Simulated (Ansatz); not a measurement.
Reaction (formal exchange of groups at a C–C bond): `CC1CCCC1` + `N=[CH][SnH3]` → `C[C](=N)[SnH3]` + `C1CCCC1`

Isolated molecules relaxed with PBE0-D4/def2-TZVP in Ansatz; ΔE leaves out vibrations. CCSD(T)/CBS is the MP2 limit (def2-TZVPP, def2-QZVPP) plus CCSD(T) − MP2 in def2-TZVPP, frozen cores. Elements past krypton have def2 core potentials. For Sn outer-core shells are correlated without core-valence functions, which leaves a few kJ/mol of doubt a bond. One conformer a species, not always the lowest.

| species | CCSD(T)/CBS(def2) energy (Eh) |
| --- | --- |
| `CC1CCCC1` | -235.55496 |
| `N=[CH][SnH3]` | -309.72288 |
| `C[C](=N)[SnH3]` | -348.99485 |
| `C1CCCC1` | -196.29103 |

Task: Work out ΔE.

Result: ΔE = (-348.99485) + (-196.29103) − (-235.55496) − (-309.72288) = -0.00804 Eh = -0.22 eV.

Largest T1 diagnostic among the species: 0.014.

From PBE to PBE0 (25 % exact exchange), in def2-TZVPP and without D4, ΔE moves by +0.04 eV.
